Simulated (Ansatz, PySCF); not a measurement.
This singlet lies 1.88 eV below the relaxed triplet at the level frozen-core CCSD(T)/aug-cc-pVTZ // PBE0-D3(BJ)/def2-TZVPD (Ansatz, a quantum-chemistry and plane-wave program).

Cartesian coordinates (Å):
SMILES: [Cl][Al-][Cl]
```xyz
3

Cl    -1.7345    -0.4962     0.0000
Al    -0.0018     0.9862     0.0000
Cl     1.7363    -0.4900     0.0000
```
Charge -1, spin multiplicity 1.

### Question
What is the computed HOMO and total energy (PBE0-D3(BJ)/def2-TZVPD (PySCF 2.14.0))?

### Answer

| Property | Value |
|---|---|
| HOMO | -0.96 eV |
| total energy | -1162.6350 Ha |
